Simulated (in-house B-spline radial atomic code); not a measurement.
A run on an ion of nuclear charge 66 with 66.6 electrons that did not converge. Method: scalar-relativistic (X2C) OLYP, spin-polarised, spherical fractional occupations, Fermi nucleus of rms radius 5.2218 fm; computed with an all-electron radial atomic-structure program (B-spline basis).

Command:
```bash
python run_scf.py task.json out
```
Settings (nuclear radius in fm, mass in u):
```
Z                66
configuration    [Xe] 4f10.6 6s2
hamiltonian      x2c
method           optx,lyp
spin_polarised   True
nucleus          fermi
rms_radius       5.2218
atomic_mass      163.92918
speed_of_light   137.035999084
```

First and last ten iterations of the last attempt (damped for 15 steps, keeping 80 % of the old Fock matrix, then DIIS):
```
 iter        energy (Eh)    residual
    1      -12106.116370    7.87e-01
    2      -12106.651421    1.48e+00
    3      -12133.601776    9.32e-01
    4      -12148.205856    5.63e-01
    5      -12155.457964    3.52e-01
    6      -12158.713716    2.20e-01
    7      -12160.041763    1.40e-01
    8      -12160.562073    8.51e-02
    9      -12160.783000    5.78e-02
   10      -12160.893281    4.07e-02
  111      -12105.777930    6.23e-01
  112      -12105.818294    6.23e-01
  113      -12105.818331    6.23e-01
  114      -12105.802847    6.23e-01
  115      -12105.799701    6.23e-01
  116      -12105.802602    6.23e-01
  117      -12105.819180    6.23e-01
  118      -12105.853517    6.23e-01
  119      -12105.732792    6.23e-01
  120      -12160.883341    4.44e-02
 not converged after 120 iterations
```

The smallest residual met was 2.0e-02; the threshold is about 7e-07. No energy from this run should be used. The likely cause: this method binds the added charge weakly or not at all at the basis-set limit, so charge moves back and forth between the atom and the box. Time taken, with all properties: 3.4 s on 1 thread of Intel(R) Xeon(R) Platinum 8488C (shared host).
